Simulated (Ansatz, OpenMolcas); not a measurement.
## HfF4 (SMILES F[Hf](F)(F)F): methods side by side

HfF4: 5 atoms, total charge 0, spin state singlet. SMILES: `F[Hf](F)(F)F`. The coordinates come from a PBE0-D4/def2-TZVP relaxation.

Each level gives the vertical energy of the triplet above the singlet (eV). The values are calculated.

```csv
level,kind,program,value (eV)
HF/def2-SVP (core potential),Hartree–Fock,Ansatz,9.29
SVWN5/def2-SVP (core potential),LDA,Ansatz,8.51
PBE/def2-SVP (core potential),GGA,Ansatz,8.41
revPBE/def2-SVP (core potential),GGA,OpenMolcas,8.42
B3LYP/def2-SVP (core potential),global hybrid,Ansatz,9.23
wB97X/def2-SVP (core potential),range-separated hybrid,Ansatz,10.11
B2PLYP/def2-SVP (core potential),double hybrid,Ansatz,10.21
RPA@PBE0/def2-SVP (core potential),RPA,Ansatz,9.50
```

Spin-orbit coupling, which can split open shells on such heavy atoms by tenths of an eV, is left out. The values span 8.41 to 10.21 eV. A triplet this far above the singlet is often a Rydberg-like or dissociative state; sets without diffuse functions put Rydberg states too high.
